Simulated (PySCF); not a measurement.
Several molecules and their computed UV-vis stick spectra, shuffled. Computed, not measured: PySCF 2.14.0, density-fitted response routines, TDDFT CAM-B3LYP/def2-SVPD, vertical, gas phase, core orbitals frozen in the response. Geometries: PBE0-D3(BJ)/def2-SVP; one conformer of each isolated species. Triplets are in the Tamm–Dancoff approximation. Relativistic effects are left out although some hold elements past zinc.

A. `C#C[SiH2][As]([SiH3])[SiH2]P`
B. `[PH3+][BH2-]c1ccccn1`
C. `[AsH2]BC1CCC1`
D. `s1c2c(sc(C)c2)cc1`
E. `CC(C)C(F)F`

Lowest singlet levels (six at most, fewer where fewer were computed) with oscillator strengths:

1. 215 nm (f 0.033); 214 nm (f 0.047); 207 nm (f 0.013); 205 nm (f 0.034); 205 nm (f 0.022); 202 nm (f 0.046)
2. 241 nm (f 0.003); 231 nm (f 0.063); 225 nm (f 0.001); 202 nm (f 0.109); 184 nm (f 0.006); 184 nm (f 0.012)
3. 254 nm (f 0.310); 240 nm (f 0.105); 222 nm (f 0.001); 217 nm (f 0.000); 217 nm (f 0.000); 208 nm (f 0.000); T1 3.22 eV
4. 138 nm (f 0.047); 131 nm (f 0.007); 129 nm (f 0.034); 128 nm (f 0.035); 125 nm (f 0.009); 124 nm (f 0.010); T1 8.72 eV
5. 271 nm (f 0.049); 218 nm (f 0.001); 204 nm (f 0.063); 195 nm (f 0.038); 191 nm (f 0.100); 181 nm (f 0.029); T1 3.78 eV

Question: Match each spectrum to its molecule.

Answer: 1 = A, 2 = B, 3 = D, 4 = E, 5 = C.
- A: S1 at 5.77 eV, HOMO→LUMO (34%), HOMO→LUMO+1 (12%), HOMO-4→LUMO (11%); Löwdin shares by element: HOMO arsenic 58%, silicon 23% (atoms not listed hold the other 19%); LUMO carbon 30%, arsenic 20%, silicon 16% or more (atoms not listed hold the other 34%); HOMO -8.46 and LUMO 0.24 eV.
- B: S1 at 5.14 eV, HOMO-1→LUMO (97%); Löwdin shares by element: HOMO carbon 67% or more (atoms not listed hold the other 33%); LUMO carbon 51% or more, nitrogen 20% (atoms not listed hold the other 29%); HOMO -8.15 and LUMO 0.51 eV; point group Cs.
- C: S1 at 4.58 eV, HOMO→LUMO (88%); Löwdin shares by element: HOMO arsenic 58%, boron 18%, hydrogen 11% or more; LUMO boron 44%, arsenic 18%, carbon 11% or more, hydrogen 8% or more (atoms not listed hold the other 19%); HOMO -8.31 and LUMO -0.30 eV.
- D: S1 at 4.88 eV, HOMO→LUMO (95%); Löwdin shares by element: HOMO carbon 60% or more (atoms not listed hold the other 40%); LUMO carbon 32% or more, sulfur 24% (atoms not listed hold the other 44%); HOMO -7.33 and LUMO 0.21 eV; point group Cs, 3 of its 6 listed states under f = 0.0005.
- E: S1 at 9.01 eV, HOMO→LUMO (89%); Löwdin shares by element: HOMO carbon 39% or more, fluorine 29% (atoms not listed hold the other 32%); LUMO carbon 48% (atoms not listed hold the other 52%); HOMO -10.77 and LUMO 1.25 eV.
